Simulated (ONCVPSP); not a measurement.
## u(r) = r·R(r): atom against pseudo-atom (platinum)

Columns: radius, all-electron u(r) and pseudo u(r) of the 5d shell (level -8.69 eV) of platinum in the configuration [Kr] 4d10 4f14 5s2 5p6 5d9 6p1; BLYP, non-relativistic, ONCV scheme, ONCVPSP 4.0.1.

| r (bohr) | all-electron | pseudo |
| --- | --- | --- |
| 0.105 | 0.2717 | 0.0024 |
| 0.210 | -0.0507 | 0.0191 |
| 0.315 | -0.3785 | 0.0622 |
| 0.420 | -0.3599 | 0.1374 |
| 0.525 | -0.1338 | 0.2417 |
| 0.630 | 0.1452 | 0.3662 |
| 0.735 | 0.3962 | 0.4998 |
| 0.840 | 0.5904 | 0.6285 |
| 0.945 | 0.7246 | 0.7360 |
| 1.050 | 0.8063 | 0.8096 |
| 1.155 | 0.8465 | 0.8475 |
| 1.260 | 0.8560 | 0.8561 |
| 1.365 | 0.8439 | 0.8439 |
| 1.470 | 0.8175 | 0.8175 |
| 1.575 | 0.7819 | 0.7819 |
| 1.680 | 0.7410 | 0.7410 |
| 1.785 | 0.6975 | 0.6975 |
| 1.890 | 0.6532 | 0.6532 |
| 1.995 | 0.6094 | 0.6094 |
| 2.100 | 0.5668 | 0.5668 |
| 2.205 | 0.5260 | 0.5260 |
| 2.310 | 0.4872 | 0.4872 |
| 2.415 | 0.4507 | 0.4507 |
| 2.520 | 0.4165 | 0.4165 |
| 2.625 | 0.3845 | 0.3845 |
| 2.730 | 0.3547 | 0.3547 |

Task: How many radial nodes do the two functions have?

Result: The all-electron 5d function has n − l − 1 = 2; the pseudo-wave has 0, since the states of the same l below it are removed with the core.

Task: At about which radius was the pseudo-wave matched?

Result: 1.40 bohr. The columns agree to 0.0005 from 1.26 bohr on; several derivatives are matched, so the curves merge somewhat inside the radius.

Task: Where does each function peak?

Result: Outermost all-electron maximum near 1.26 bohr, pseudo maximum near 1.26 bohr (to the table’s step).

Task: Is the pseudo-wave norm-conserving?

Result: Yes: the ONCV scheme keeps the norm inside the radius equal to the all-electron one, which fixes the energy derivative of the logarithmic derivative at the level.
